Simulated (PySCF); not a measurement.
# How methods differ on the ionisation energy of Eu+

Eu+ [Xe] 4f7 6s1 [4f5/2^6 4f7/2^1 6s1/2^1, M_J = 4] → Eu(2+) [Xe] 4f7 [4f5/2^6 4f7/2^1, M_J = 7/2], as a difference of total energies. All numbers are calculated (PySCF 2.14, the two-component X2C-1e Hamiltonian, in x2c-TZVPPall-2c (11s11p10d4f2g, 140 functions)). Correlated levels: [Ar] 3d10 frozen; the 18 highest virtual spinors dropped. "Screened" scales the spin-orbit matrix elements by Boettger's factors to mimic the two-electron term; Breit and QED terms are absent.

| method | ionisation energy (eV) |
| --- | --- |
| GHF (spin-free) | 10.454 |
| GHF (screened spin-orbit) | 10.456 |
| GMP2 (screened spin-orbit) | 11.285 |

Q: How much does correlation contribute at GMP2 (screened spin-orbit)?

A: 11.285 − (10.456) = 0.829 eV, measured against GHF (screened spin-orbit).

The labels give the starting determinants; with spin-orbit coupling the two ends relaxed to ⟨J²⟩ = 20.01, ⟨L²⟩ = 0.10, ⟨S²⟩ = 19.94 and ⟨J²⟩ = 15.76, ⟨L²⟩ = 0.10, ⟨S²⟩ = 15.70.

For comparison: 11.24 ± 0.006 eV (semi-empirical (NIST evaluation); NIST Atomic Spectra Database, ionization energies).
